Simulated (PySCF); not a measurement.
## Converging AlSn in the basis (PBE0)

PySCF, UKS reference; quartet, unpaired electrons σ ↑, π ↑↑; De to Al + Sn without counterpoise correction.

| basis | relativity | functions | Re (Å) | ωe (cm⁻¹) | De (eV) | μ (D) |
| --- | --- | --- | --- | --- | --- | --- |
| cc-pV(D+d)Z/cc-pVDZ-PP | scalar-relativistic core potentials | 46 | 2.662 | 267 | 2.23 | -0.81 |
| x2c-SVPall | spin-free X2C | 54 | 2.649 | 271 | 2.26 | -0.77 |
| def2-SVPD | scalar-relativistic core potentials | 56 | 2.661 | 266 | 2.24 | -0.76 |
| aug-cc-pV(D+d)Z/aug-cc-pVDZ-PP | scalar-relativistic core potentials | 64 | 2.663 | 265 | 2.23 | -0.77 |

Question: How does each smaller set differ from the one with most functions, aug-cc-pV(D+d)Z/aug-cc-pVDZ-PP?

Answer: cc-pV(D+d)Z/cc-pVDZ-PP: -0.1 pm, +0.8 % in ωe, +0.00 eV in De; x2c-SVPall: -1.4 pm, +2.3 % in ωe, +0.03 eV in De; def2-SVPD: -0.2 pm, +0.4 % in ωe, +0.01 eV in De. All at PBE0; the set with most functions is neither the basis-set limit nor always the best. The rows treat relativity differently, so the differences are not basis effects alone.

A positive dipole means Al(−)Sn(+). These are scalar-relativistic numbers at best; spin–orbit coupling would shift them, the dissociation energy most. The state is the lowest determinant that a PBE0 search found; another state may lie lower at other levels.
